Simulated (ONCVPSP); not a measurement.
## Building the ONCV potential for Ta (BLYP, scalar-relativistic).

```
Element                 : tantalum (Ta)
Generator               : ONCVPSP 4.0.1
Type                    : optimised norm-conserving Vanderbilt (ONCV)
Functional              : BLYP
Relativity              : scalar-relativistic
Frozen core             : [Kr] 4d10 4f14
Valence charge          : 13
Reference configuration : 5s2 5p6 5d3 6s1.75 6p0.25
Partial waves           : 5s+6s: rc 2.58 bohr, ncon 3, nbas 8, qcut 5.8 1/bohr, 2 projectors; 5p+6p: rc 3.04 bohr, ncon 4, nbas 8, qcut 5.8 1/bohr, 2 projectors; 5d: rc 3.36 bohr, ncon 5, nbas 9, qcut 6.8 1/bohr, 2 projectors, debl 2.9 Ha; f scattering state at 0.24 Ha: rc 3.56 bohr, ncon 3, nbas 7, qcut 4.7 1/bohr, 2 projectors, debl 1.6 Ha
Local potential         : polynomial inside 1.72 bohr (lpopt 5, dvloc0 2 Ha)
Core correction         : polynomial model core, fcfact 0.65
```

* Cutoffs needed: 10 Ha and 12 Ha (the cutoffs (Ha) at which the residual kinetic energy of the hardest occupied pseudo-wave falls to 1 and 0.1 mHa per electron)
* Ghost test: no bound ghost flagged; no localised positive-energy state flagged
* Largest excitation error: -29 meV (all-electron minus pseudo) for 5s2 5p6 5d3 6s0 6p0, out of 4 test configurations
* rms error of d²Exc/dni dnj: 7.69 mHa without and 1.41 mHa with the model core
